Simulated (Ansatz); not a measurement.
Basis-set extrapolation for H$_{8}$OSi$_{3}$ (`O[SiH2][SiH2][SiH3]`) (PBE0-D4/def2-TZVP geometry, frozen core, Ansatz). Multiplicity 1, RHF reference.

|  | def2-TZVPP | def2-QZVPP |
| --- | --- | --- |
| HF | -946.422177 | -946.453079 |
| MP2 correlation | -0.621930 | -0.669956 |
| CCSD(T) correlation | -0.710345 | not run |

Energies in hartree. Use E(X) = E(∞) + A·exp(−7.88·√X) for Hartree–Fock and E(X) = E(∞) + B·X^(−2.97) for correlation, with X = 3 and 4, and add CCSD(T) minus MP2 of the smaller set to the MP2 limit.

Question: What is the CCSD(T) energy at the basis-set limit?

Answer: HF limit: -946.453079 + (-0.030902) × 0.13774 = -946.45734. MP2 limit: -0.669956 + (-0.048026) × 0.74074 = -0.70553. Higher-order term: -0.710345 − (-0.621930) = -0.08842. Total: -947.25129 hartree, 311.8 kJ/mol below CCSD(T)/def2-TZVPP.
